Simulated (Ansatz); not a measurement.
Basis-set series for `CS[SiH2]N`. Charge 0, multiplicity 1. The structure was optimised at the PBE0-D4/def2-TZVP level. It is one conformer, not always the lowest.

```csv
functional,basis,functions,energy (Eh),HOMO (eV),LUMO (eV)
PBE0-D4,def2-SVP,99,-784.14318,-6.62,0.96
PBE0-D4,def2-TZVPP,244,-784.50288,-6.75,0.36
ωB97M-V,def2-SVP,99,-784.41012,-8.79,2.73
ωB97M-V,def2-TZVPP,244,-784.77569,-8.96,1.91
```

**Question.** Give the rows for def2-QZVPP. (Estimate.)

**Answer.** The calculation gave: 
```tsv
functional	basis	functions	energy (Eh)	HOMO (eV)	LUMO (eV)
PBE0-D4	def2-QZVPP	464	-784.53115	-6.79	0.10
ωB97M-V	def2-QZVPP	464	-784.80256	-9.00	1.43
```

Positive LUMOs are unbound and depend on the basis.

Results of the Gaussian-basis code of Ansatz.
